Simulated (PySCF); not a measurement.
H4OSiTe.
Bonds: O1–Si2, Si2–Te3. Hydrogens: H4 on O1; H5, H6 on Si2; H7 on Te3.

Level of theory: PBE0-D3(BJ)/def2-SVP geometry optimisation, gas phase, def2 core potentials past Kr (PySCF 2.14.0).

(1) How far are the bound atoms from Te3?

(2) What is the shape at Te3?

(3) What are the other bond lengths?

(4) Give some angles away from the centre.

(5) What are the rotational constants (commonest isotopes, rigid rotor)?

Answers

(1) 2 atoms: H7 1.665 Å, Si2 2.489 Å. The nearest atom not counted as bound is H5, at 3.19 Å.

(2) Bent: angle 91.6°.

(3) O1–Si2 1.665 Å; O1–H4 0.962 Å; Si2–H5, Si2–H6 1.494 Å.

(4) O1–Si2–Te3 110.4°.

(5) A = 16826, B = 1777, C = 1664 MHz: a near-prolate asymmetric top.

Charge 0, singlet. Whether it is a minimum is left open (no frequencies).

Time: 33 s; peak memory 0.35 GiB. Hardware: Intel Xeon Platinum 8488C, one thread, no GPU, on a shared host. That covers the optimisation of the geometry.

Shape of the structure used: `[OH:1][SiH2:2][TeH:3]`: H–O1–Si2–Te3 146°.

One conformer stands for the species.
